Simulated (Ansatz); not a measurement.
Reaction (formal exchange of groups at the In–Si bond): `[SiH3][CH2][InH][SiH3]` + CH₄ → `[CH3][InH][CH2][SiH3]` + SiH₄

Gas-phase electronic energies from Ansatz, PBE0-D4/def2-TZVP geometries. CBS: MP2 limit from def2 TZ/QZ plus the TZ coupled-cluster correction, frozen cores. This one scheme is used for every species. Functionals use def2-TZVPP. B3LYP here is the variant with VWN-RPA as its local correlation; programs differ in this. Elements past krypton have def2 core potentials. For In outer-core shells are correlated without core-valence functions, which leaves a few kJ/mol of doubt a bond. Each species was taken in one conformer, which may not be the lowest.

`[SiH3][CH2][InH][SiH3]`:

```xyz
13

Si    0.397    2.178   -0.236
C     0.518    0.671   -1.318
In   -0.827   -0.898   -0.666
Si   -0.252   -2.248    1.450
H     0.744    1.826    1.170
H     1.293    3.289   -0.664
H    -0.999    2.704   -0.228
H     0.289    0.926   -2.356
H     1.539    0.280   -1.269
H    -2.271   -1.155   -1.585
H    -0.490   -3.707    1.259
H    -1.110   -1.800    2.584
H     1.168   -2.068    1.860
```

CH₄:

Cartesian coordinates in Å:
```
C 0.000 0.000 0.000
H 0.153 -0.043 1.078
H -0.194 -1.003 -0.380
H 0.893 0.403 -0.477
H -0.852 0.643 -0.221
```

`[CH3][InH][CH2][SiH3]`:

Cartesian coordinates in Å:
```
C 1.844 -1.259 1.118
In 0.125 0.015 1.357
C -0.454 1.285 -0.303
Si -1.417 0.364 -1.597
H 1.523 -2.211 0.687
H 2.569 -0.811 0.437
H 2.325 -1.465 2.074
H -0.828 0.052 2.801
H -1.049 2.119 0.080
H 0.458 1.687 -0.755
H -2.650 -0.235 -1.007
H -0.603 -0.758 -2.146
H -1.841 1.216 -2.745
```

SiH₄:

Cartesian coordinates in Å:
```
Si 0.000 0.000 0.000
H 0.696 -0.451 1.232
H -1.455 0.123 0.270
H 0.220 -0.991 -1.084
H 0.539 1.319 -0.418
```

| level | ΔE (kcal/mol) | difference from CCSD(T)/CBS |
| --- | --- | --- |
| r2SCAN-D4 | 14.7 | 1.8 |
| B3LYP-D4 | 14.1 | 1.2 |
| B2PLYP | 12.8 | -0.1 |
| PBE | 15.3 | 2.4 |
| PBE0 | 15.1 | 2.2 |
| B3LYP | 13.6 | 0.7 |
| MP2/def2-TZVPP | 11.6 | -1.3 |
| SCS-MP2/def2-TZVPP | 11.3 | -1.6 |
| CCSD/def2-TZVPP | 12.4 | -0.5 |
| HF/def2-QZVPP | 12.2 | -0.7 |
| CCSD(T)/CBS | 12.9 | 0 |

Largest T1 diagnostic among the species: 0.013.

CCSD(T)/CBS has its own doubt, a few kJ/mol and more with outer-core shells, so smaller differences from it don't rank the levels.
